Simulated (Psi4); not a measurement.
H6BN3, singlet, at a GFN2-xTB geometry. Base run: CCSD(T)/def2-SVP in Psi4.

Input for Psi4:
```
memory 2 GB

molecule mol {
0 1
  B     0.000084    0.000121   -0.000047
  N     1.256687   -0.376705   -0.534286
  H     1.862821   -1.040228   -0.091353
  H     1.660593    0.057151   -1.342027
  N    -0.472633   -0.602930    1.192296
  H     0.005575   -1.357157    1.646954
  H    -1.387980   -0.431700    1.562533
  N    -0.784558    0.978882   -0.657943
  H    -1.664703    1.302395   -0.305048
  H    -0.473198    1.474198   -1.471290
}

set basis def2-svp
set reference rhf
set freeze_core true

energy('ccsd(t)')
print_variables()
```

Variants of this job, named by their change:

```tsv
change	ΔE vs base (kcal/mol)	MP2 correlation (Eh)	basis functions	core-seconds (rough)
base	0.000	-0.59365	86	50
method = mp3	[?]	-0.59337	86	6
method = ccsd	9.90	-0.59365	86	30
method = mp4	[?]	-0.59365	86	20
method = mp2	33.36	-0.59337	86	4
method = qcisd(t)	-0.221	-0.59365	86	30
method = fno-ccsd(t)	0.000	-0.59365	86	30
method = dlpno-mp2	33.41	-0.59330	86	6
```

Problem. Fill in the missing entries.

Solution. 
- method = mp3, ΔE vs base (kcal/mol): 13.88
- method = mp4, ΔE vs base (kcal/mol): 0.71
